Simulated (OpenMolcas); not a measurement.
As: Slater's ratio, thermal populations, worked from levels

| Quantity | Value |
| --- | --- |
| Program | OpenMolcas |
| Basis | ANO-R2 [6s5p4d3f1g] |
| Scalar Hamiltonian | X2C, finite nucleus |
| Active space | 3 electrons in 3 orbitals (4p) |
| State averaging | 2S+1 = 4 odd, 1 root; 2S+1 = 2 odd, 8 roots |
| Spin-orbit coupling | RASSI with atomic mean-field integrals over the reference wave functions, term energies averaged over their components |

Methods: CASSCF; SS-CASPT2, IPEA 0.25 Eh, imaginary shift 0.1 Eh (closed shells correlated: 3d 4s). Measured levels: NIST Handbook of Basic Atomic Spectroscopic Data.

**Slater's ratio.** With one set of orbitals, p3 has 2D* - 4S* = 9 F2 and 2P* - 2D* = 6 F2 (F2 = F²/25), a ratio of 2/3. Term energies are centres of gravity, weighted by 2J + 1.

| Source | 2D* - 4S* | 2P* - 4S* | F2 from the first | Ratio |
| --- | --- | --- | --- | --- |
| CASSCF | 14681 | 24572 | 1631 | 0.674 |
| SS-CASPT2 | 11904 | 20300 | 1323 | 0.705 |
| measured | 10786 | 18494 | 1198 | 0.715 |

Energies in cm-1. A ratio away from 2/3 shows effects beyond one configuration with one set of orbitals, and in heavier atoms second-order spin-orbit shifts.

**Thermal populations.** Z = Σ (2J + 1) exp(-E/kT) with k = 0.695035 cm-1/K, over the levels below. No other level of either list lies under 50600 cm-1, which is above 7 kT at each temperature.

```tsv
Level	2J + 1	SS-CASPT2	measured
4s2 4p3 4S* 3/2	4	0.0	0.0
4s2 4p3 2D* 3/2	4	11770	10593
4s2 4p3 2D* 5/2	6	11990	10915
4s2 4p3 2P* 1/2	2	20100	18186
4s2 4p3 2P* 3/2	4	20400	18648
```

| T (K) | Z, SS-CASPT2 | Z, measured levels | Ground level (%), SS-CASPT2 | Ground level (%), measured levels |
| --- | --- | --- | --- | --- |
| 5000 | 4.343 | 4.479 | 92.1 | 89.3 |
| 8000 | 5.332 | 5.654 | 75.0 | 70.8 |

At 8000 K, kT = 5560 cm-1, and the computed levels give Z = 4.000 + 0.482 + 0.694 + 0.054 + 0.102 = 5.332.

CASPT2 breaks the degeneracy within a term, and the mean is taken; among the terms shown or strongly mixed into the levels shown the widest spread is 130 cm-1 (4s2 4p3 2D*, SS-CASPT2). With the s shell closed, the reference lacks s² → p² mixing. Without dynamic correlation excited terms often stand tens of per cent too high (terms of higher spin than the ground term too low), and those without a measured partner can miss by more than the paired ones (holds for CASSCF). Measured partners are found by configuration, term and J. A level has none where our copy of the source lacks it or the pairing is in doubt (some pairs that miss far off the trend of their configuration count as doubtful), and it then counts in no deviation. Levels of configurations outside the active space are missing.

* marks odd parity.
